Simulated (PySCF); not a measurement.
BiHF2, SMILES [BiH]([F])[F].

Coordinates come from a PBE0-D3(BJ)/def2-TZVP optimisation. The def2 effective core potentials stand for the cores of Bi; spin–orbit coupling is left out.

Method: IEF-PCM-B3LYP/def2-SVP (PySCF 2.14.0).

The values are the electrostatic part of the solvation free energy, E(continuum) − E(gas) at the gas-phase geometry, in a cavity of scaled van der Waals radii (PySCF's table); cavitation and dispersion terms are not included. A continuum can't describe solvent molecules that bind to the metal. In vacuum the orbital gap is 6.33 eV. The dipole moment in vacuum is 4.29 D.

```tsv
solvent	ε	ΔG(elec) (kcal/mol)	dipole (D)	gap (eV)
water	78.36	(withheld)	(withheld)	(withheld)
2-propanol	19.26	-8.8	5.24	6.49
dichloromethane	8.93	-7.9	5.15	6.47
```

Q: Complete the blanks. (The exact figures need the calculation; the answer reports its results.)

A: 
- water, ΔG(elec) (kcal/mol): -9.4
- water, dipole (D): 5.31
- water, gap (eV): 6.50
